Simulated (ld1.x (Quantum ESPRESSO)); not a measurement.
What one change does to a pseudopotential (titanium, PAW)

* Element: Ti
* Generator: ld1.x (Quantum ESPRESSO) 7.5
* Type: PAW
* Functional: PBE
* Relativity: scalar-relativistic
* Frozen core: [Ar]
* Valence charge: 4
* Reference configuration: 3d2 4s1.75 4p0.25
* Partial waves: 4s (bound): rcut 2.75, rcutus 3.35 bohr; 4s channel at 1.8 Ry: rcut 2.75, rcutus 3.35 bohr; 4p (bound): rcut 3.45, rcutus 3.65 bohr; 4p channel at 0.3 Ry: rcut 3.45, rcutus 3.65 bohr; 3d (bound): rcut 2.45, rcutus 2.70 bohr; 3d channel at 0.15 Ry: rcut 2.45, rcutus 2.70 bohr
* Local potential: all-electron potential smoothed inside 2.25 bohr (lloc = -1)
* Core correction: Bessel-smoothed model core inside 2.50 bohr
* Augmentation charge: BESSEL, radius 1.85 bohr

Change: all radii but the core radius scaled by about 1.27 (s 4.26, p 4.64, d 3.42 bohr, rcut 3.48/4.38/3.10); local potential all-electron potential smoothed inside 2.86 bohr (lloc = -1); augmentation BESSEL, radius 2.34 bohr.

Cutoffs: the cutoffs (Ry, on a coarse ladder) from which the occupation-weighted sum of valence levels, in a spherical-Bessel basis at the reference potential, stays within 10 and 1 mRy of its value at 400 Ry; they do not see the model core or the augmentation charge, which bear on the density cutoff. Errors are all-electron minus pseudo energies relative to the spin-unpolarised reference configuration.

Task: What does the change do?

Result: The potential gets softer (12 Ry and 15 Ry → 6 Ry and 8 Ry); the number of tests that count goes from 7 to 3 (the test run of the changed file stopped, so its transferability is not established); of the 3 tests that both files solve, the error grows in 0 and shrinks in 1 by more than 15 % and 0.3 meV (median size 0.5 → 0.4 meV); neither file shows a bound ghost at the reference potential, the only one tested. A larger radius leaves more room for a smooth pseudo-wave, so fewer plane waves are needed.

```tsv
quantity	base	changed
cutoff, loose	12 Ry	6 Ry
cutoff, tight	15 Ry	8 Ry
loose cutoff by channel (10 mRy a level)	s 6 Ry, p 6 Ry, d 10 Ry	s 6 Ry, p 6 Ry, d 6 Ry
bound ghosts	none	none
tests counted (converged, no solver errors)	7 of 7	3 of 7 (the test run stopped)
error for 3d2 4s2 4p0, meV [ΔE -0.75 eV]	0.0	+0.1
error for 3d2 4s1 4p0, meV [ΔE 6.59 eV]	-1.3	+0.6
error for 3d2 4s1 4p1, meV [ΔE 2.32 eV]	-0.5	-0.4
lowest overlap eigenvalue by channel	s 0.64, p 0.57, d 0.33	s 0.15, p 0.63, d 0.11
```

Changed file: Tests not counted: 3d2 4s0 4p0 (solver errors, printed error -34.2 eV).
